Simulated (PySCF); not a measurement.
# Sb³⁺ (antimony, charge +3) across methods

[Kr] 4d10 5s2, closed-shell 1S. Computed with PySCF 2.14 in aug-cc-pwCVTZ-DK3 (10s9p7d4f1g, 109 functions), with scalar relativity by spin-free X2C-1e.

| method | E (hartree) | mean ε 4p (eV) | mean ε 4d (eV) | mean ε 5s (eV) | Σ⟨r²⟩ (bohr²) | ⟨S²⟩ |
| --- | --- | --- | --- | --- | --- | --- |
| PBE0 | -6478.34 | -136.99 | -65.755 | -39.877 | 30.02 | 0.000 |
| r2SCAN | -6478.68 | -134.03 | -63.677 | -39.011 | 30.01 | 0.000 |
| PBE | -6478.27 | -131.21 | -62.760 | -38.885 | 30.01 | 0.000 |
| UHF | -6475.94849 | -152.87 | -73.400 | -41.878 | 30.28 | 0.000 |
| LDA | -6472.48 | -131.18 | -62.945 | -39.375 | 29.98 | 0.000 |
| M06-L | -6478.59 | -134.42 | -63.613 | -38.600 | 29.95 | 0.000 |
| CAM-B3LYP | -6479.03 | -137.80 | -67.075 | -41.536 | 30.09 | 0.000 |

**Question.** Estimate the same row for r2SCANh.

**Answer.** E (hartree) = -6478.67; mean ε 4p (eV) = -135.99; mean ε 4d (eV) = -64.764; mean ε 5s (eV) = -39.422; Σ⟨r²⟩ (bohr²) = 30.01; ⟨S²⟩ = 0.000.
